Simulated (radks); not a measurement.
The numbers below are computed, except where a source is named.
Task: Species: Sm2+. Configuration: [Xe] 4f6. Level of theory: Dirac Kohn-Sham, PBE, spin-unpolarised, spherical densities, finite nucleus; open shells fill j = l - 1/2 first; Fermi nuclear charge, rms radius 5.0819 fm (a radial shooting solver on a logarithmic mesh with Libxc functionals). Some entries of the table are withheld. Estimate them.

orbital  occ.  eigenvalue (eV)  <r^2> (bohr^2)
1s1/2       2        -46639.09       0.0007049
2s1/2       2        -7628.498         0.01105
2p1/2       2        -7231.808        0.008048
2p3/2       4        -6628.960        0.009291
3s1/2       2        -1681.222         0.07417
3p1/2       2        -1510.420         0.06934
3p3/2       4        -1388.351         0.07654
3d3/2       4        -1092.030         0.06157
3d5/2       6        -1065.517         0.06359
4s1/2       2        -344.4185          0.3789
4p1/2       2        -278.9285          0.4009
4p3/2       4        -252.1610          0.4407
4d3/2       4        -144.3932          0.5139
4d5/2       6        -139.6148          0.5300
5s1/2       2         -56.4797           2.235
5p1/2       2              (1)             (2)
5p3/2       4              (3)             (4)
4f5/2       6         -15.8013           1.326
4f7/2       0         -15.2601           1.377

Result: 
(1) 5p1/2 eigenvalue (eV): -38.9521
(2) 5p1/2 <r^2> (bohr^2): 2.853
(3) 5p3/2 eigenvalue (eV): -35.3983
(4) 5p3/2 <r^2> (bohr^2): 3.192
